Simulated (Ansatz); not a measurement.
Cost and result for the atomization energy of ClH4N2Si (`[NH][SiH](N)Cl`) radical (8 atoms, 7 bonds).

```xyz
8

N     0.473   -0.126    1.722
Si    0.261    0.489    0.111
N    -0.081   -0.746   -0.998
Cl   -1.221    1.922    0.294
H    -0.338   -0.631    2.085
H     1.478    1.175   -0.358
H     0.317   -0.739   -1.922
H    -0.888   -1.344   -0.933
```

Charge 0, multiplicity 2. The structure was optimised at the PBE0-D4/def2-TZVP level. It is one conformer, not always the lowest. Program: Ansatz. All runs use 4 threads of an Arm Neoverse V1 on a shared host. Times are those of one run each, without the atoms' runs, and a repeat can differ threefold. Electronic energies, without spin–orbit coupling; frozen cores. CCSD(T)/CBS adds CCSD(T) − MP2 in def2-TZVPP to the MP2 limit, and its time is that of the two runs behind it. T1 = 0.012; ⟨S²⟩ of the reference is 0.76.

CCSD(T)/CBS is a level of theory with its own doubt, some kJ/mol a heavy atom from the limit and from the frozen cores, so smaller differences don't rank the functionals.

```csv
level,functions,atomization (kJ/mol),difference from CCSD(T)/CBS,per bond
MP2/def2-QZVPP,374,2579.6,-8.1,-1.2
PBE-D4/def2-TZVPP (with forces),202,2641.1,53.4,7.6
r2SCANh-D4/def2-TZVPP,202,2570.9,-16.8,-2.4
r2SCAN-D4/def2-TZVPP (with forces),202,2591.2,3.5,0.5
B2PLYP/def2-TZVPP,202,2557.5,-30.2,-4.3
CCSD(T)/def2-TZVPP,202,2486.7,-101.0,-14.4
CCSD(T)/CBS(def2),–,2587.7,0.0,0.0
CCSD(T)/def2-SVP,84,2318.0,-269.7,-38.5
ωB97M-V/def2-TZVPP (with forces),202,2609.5,21.8,3.1
PBE-QIDH/def2-TZVPP,202,2547.6,-40.1,-5.7
CAM-B3LYP-D4/def2-TZVPP,202,2610.5,22.8,3.3
ωB97X-V/def2-TZVPP,202,2613.1,25.4,3.6
PBE0-D4/def2-TZVPP,202,2583.1,-4.6,-0.7
```

Question: Order the runs by time, with rough figures. (Best estimate.)

Answer: Ansatz gave: PBE-D4/def2-TZVPP (with forces) 3.5 s; PBE0-D4/def2-TZVPP 4.6 s; CAM-B3LYP-D4/def2-TZVPP 5.5 s; PBE-QIDH/def2-TZVPP 6.5 s; CCSD(T)/def2-SVP 6.5 s; r2SCAN-D4/def2-TZVPP (with forces) 7 s; B2PLYP/def2-TZVPP 7 s; r2SCANh-D4/def2-TZVPP 8.5 s; ωB97X-V/def2-TZVPP 14 s; ωB97M-V/def2-TZVPP (with forces) 17 s; MP2/def2-QZVPP 29 s; CCSD(T)/def2-TZVPP 3.1 min; CCSD(T)/CBS(def2) 3.5 min.

From r2SCAN to r2SCAN0 (25 % exact exchange), in def2-TZVPP and without D4, the atomization energy moves by −49.6 kJ/mol: exact exchange takes away binding that semilocal exchange gives to molecules. In def2-TZVPP, CCSD(T) changes the Hartree–Fock value by +717.5 kJ/mol (the triples alone add +41.2 kJ/mol) and MP2 by +749.5 kJ/mol; breaking electron pairs costs correlation energy, which Hartree–Fock lacks. At CCSD(T), def2-SVP lies −269.7 kJ/mol from the extrapolated value and def2-TZVPP −101.0 kJ/mol: correlation converges slowly with the basis, and small sets miss more of it in the bonded molecule than in its fragments.
